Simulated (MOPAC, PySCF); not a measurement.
BI3, SMILES `IB(I)I`, neutral singlet in the gas phase. 

Cartesian coordinates (Å):
SMILES: IB(I)I
```xyz
4

I     -1.8116    -1.1022     0.1347
B      0.0001     0.0004    -0.0003
I      1.8573    -1.0235    -0.1369
I     -0.0458     2.1252     0.0025
```
Charge 0, multiplicity 1.

All levels are single points at this geometry (B3LYP-D3(BJ)/def2-TZVP); Pople sets use spherical d functions. Orbital energies aren't observables, and empty levels follow the basis.

```
level                                  HOMO (eV)  LUMO (eV)  gap (eV)  dipole (D)  vertical IE, Delta-SCF (eV)
-------------------------------------  ---------  ---------  --------  ----------  ---------------------------
B3LYP-D3(BJ)/def2-TZVP in PySCF            -7.14      -2.64      4.50        0.00                         9.06
B3LYP/6-31G* (LANL2DZ on I) in PySCF       -7.22      -2.54      4.67        0.00                         9.23
B3LYP/LANL2DZ in PySCF                     -7.26      -2.67      4.59        0.00                            –
BP86/6-31G* (LANL2DZ on I) in PySCF        -6.46      -3.28      3.18        0.00                            –
M06-2X/6-31G* (LANL2DZ on I) in PySCF      -8.37      -1.82      6.55        0.00                            –
SVWN5/6-31G* (LANL2DZ on I) in PySCF       -6.40      -3.34      3.06        0.00                         8.99
HF/6-31G* (LANL2DZ on I) in PySCF          -9.90       0.85     10.75        0.00                         9.60
AM1 in MOPAC                              -10.87      -2.26      8.61        0.00                            –
PM7 in MOPAC                               -9.63      -3.13      6.50        0.00                            –
```
